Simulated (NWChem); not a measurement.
Species: CdHOI; SMILES [OH][Cd][I]

```xyz
4

Cd    -0.4746     0.8963     0.0000
I      0.4005    -1.5317     0.0000
O     -1.2350     2.7125     0.0000
H     -0.5467     3.3881     0.0000
```
Atoms are numbered in this order, from 1.

Computed with NWChem. Coordinates come from a PBE0/def2-SVP optimisation. Not confirmed as a minimum by frequencies. def2 effective core potentials on Cd, I; no spin-orbit coupling. Ions are spin-unrestricted doublets at the neutral geometry; other ion states weren't tried.

For level B3LYP/def2-SVP:

```
Item           Value
-------------  -----
−ε(HOMO) (eV)   7.26
```

Task: Estimate the same quantities for level PBE/def2-SVP.

Result: The −ε(HOMO) (eV) is 6.25.
